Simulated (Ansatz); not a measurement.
Method: Ansatz (a quantum-chemistry and plane-wave program) with CAM-B3LYP-D3(BJ)/def2-TZVP. No frequencies were computed at this level.

Ansatz 0.2 input:
```yaml
crystal:
  periodic: [false, false, false]
  atoms:
    - { symbol: F, position_ang: [1.504685, -0.147054, -0.037199] }
    - { symbol: Si, position_ang: [-0.09318, 0.009106, 0.002303] }
    - { symbol: H, position_ang: [-0.345031, 1.40878, -0.300491] }
    - { symbol: H, position_ang: [-0.588551, -0.901688, -1.017139] }
    - { symbol: H, position_ang: [-0.477922, -0.369144, 1.352525] }
basis:
  gaussian: { orbitals: def2-tzvp }
hamiltonian:
  xc: cam_b3lyp
  dispersion: d3bj
relax:
  max_steps: 150
```

Output:

```
Functional definition: CAM-B3LYP
549 factors; their error is unknown
182 factors; integrals over basis functions are off by at most 2.2e-6 eV
mean field evaluation 1: about -10644.3655 eV, gradient 3.2e1 eV
mean field evaluation 2: about -10643.2609 eV, gradient 4.5e1 eV
mean field evaluation 4: about -10645.7794 eV, gradient 2.2e-1 eV
mean field evaluation 8: about -10645.8113 eV, gradient 1.1e-2 eV
mean field -10645.81127755 eV, -391.2263484598 hartree, gradient 1.0e-5 eV, S^2 0.000000; 0 other end points of the search recorded, 0 dependent functions left out
reference -10645.81137435 eV, -391.2263520171 hartree; 13, 13 occupied and 73, 73 virtual orbitals, 549 factors
relax step   1: F+E_penalty+E_count = -10645.84914640 eV  Δ(F+E_penalty+E_count) = +0.000e0 eV  max|allowed force component| = 1.064e0 eV/Å  Δτ_max = 0.0000 Å  (24 SCF iters, accepted)
these checks for a lower state are left out or cut short: starts, cluster_reference, orbital_swaps, neighbouring_geometries, increment
549 factors; their error is unknown
182 factors; integrals over basis functions are off by at most 2.4e-6 eV
mean field evaluation 16: about -10645.8158 eV, gradient 1.9e0 eV
mean field -10645.85394550 eV, -391.2279164782 hartree, gradient 1.5e-5 eV, S^2 0.000000; 0 other end points of the search recorded, 0 dependent functions left out
reference -10645.85404256 eV, -391.2279200451 hartree; 13, 13 occupied and 73, 73 virtual orbitals, 549 factors
relax step   2: F+E_penalty+E_count = -10645.89178972 eV  Δ(F+E_penalty+E_count) = -4.264e-2 eV  max|allowed force component| = 3.619e-1 eV/Å  Δτ_max = 0.0424 Å  (27 SCF iters, accepted)
these checks for a lower state are left out or cut short: starts, cluster_reference, orbital_swaps, neighbouring_geometries, increment
549 factors; their error is unknown
182 factors; integrals over basis functions are off by at most 2.4e-6 eV
mean field -10645.85545723 eV, -391.2279720332 hartree, gradient 1.4e-5 eV, S^2 0.000000; 0 other end points of the search recorded, 0 dependent functions left out
reference -10645.85555436 eV, -391.2279756026 hartree; 13, 13 occupied and 73, 73 virtual orbitals, 549 factors
relax step   3: F+E_penalty+E_count = -10645.89329979 eV  Δ(F+E_penalty+E_count) = -1.510e-3 eV  max|allowed force component| = 1.352e-1 eV/Å  Δτ_max = 0.0074 Å  (27 SCF iters, accepted)
these checks for a lower state are left out or cut short: starts, cluster_reference, orbital_swaps, neighbouring_geometries, increment
549 factors; their error is unknown
182 factors; integrals over basis functions are off by at most 2.3e-6 eV
mean field evaluation 32: about -10645.8236 eV, gradient 3.4e-1 eV
mean field -10645.85563806 eV, -391.2279786786 hartree, gradient 1.4e-5 eV, S^2 0.000000; 0 other end points of the search recorded, 0 dependent functions left out
reference -10645.85573512 eV, -391.2279822454 hartree; 13, 13 occupied and 73, 73 virtual orbitals, 549 factors
relax step   4: F+E_penalty+E_count = -10645.89348545 eV  Δ(F+E_penalty+E_count) = -1.857e-4 eV  max|allowed force component| = 5.803e-2 eV/Å  Δτ_max = 0.0036 Å  (27 SCF iters, accepted)
these checks for a lower state are left out or cut short: starts, cluster_reference, orbital_swaps, neighbouring_geometries, increment
549 factors; their error is unknown
182 factors; integrals over basis functions are off by at most 2.3e-6 eV
mean field -10645.85573358 eV, -391.2279821890 hartree, gradient 2.4e-5 eV, S^2 0.000000; 0 other end points of the search recorded, 0 dependent functions left out
reference -10645.85583068 eV, -391.2279857572 hartree; 13, 13 occupied and 73, 73 virtual orbitals, 549 factors
relax step   5: F+E_penalty+E_count = -10645.89357941 eV  Δ(F+E_penalty+E_count) = -9.396e-5 eV  max|allowed force component| = 5.860e-4 eV/Å  Δτ_max = 0.0015 Å  (21 SCF iters, accepted)
549 factors; their error is unknown
182 factors; integrals over basis functions are off by at most 2.3e-6 eV
mean field -10645.85573358 eV, -391.2279821890 hartree, gradient 2.4e-5 eV, S^2 0.000000; 1 other end points of the search recorded, 0 dependent functions left out
reference -10645.85583068 eV, -391.2279857572 hartree; 13, 13 occupied and 73, 73 virtual orbitals, 549 factors
Total energy: -10645.89367650 eV, -391.2293765655 hartree
Atom 0 at     1.548479    -0.151337    -0.038281 Å, force     0.000544    -0.000053    -0.000013 eV/Å
Atom 1 at    -0.042729     0.004176     0.001056 Å, force    -0.000115     0.000011     0.000003 eV/Å
Atom 2 at    -0.376754     1.408537    -0.298955 Å, force    -0.000198    -0.000585     0.000141 eV/Å
Atom 3 at    -0.619678    -0.896313    -1.013861 Å, force    -0.000091     0.000431     0.000456 eV/Å
Atom 4 at    -0.509318    -0.365064     1.350041 Å, force    -0.000140     0.000197    -0.000586 eV/Å
Dipole moment:    -0.273661     0.026745     0.006765 e Å
```

Cost: around 15 core-seconds (rough).
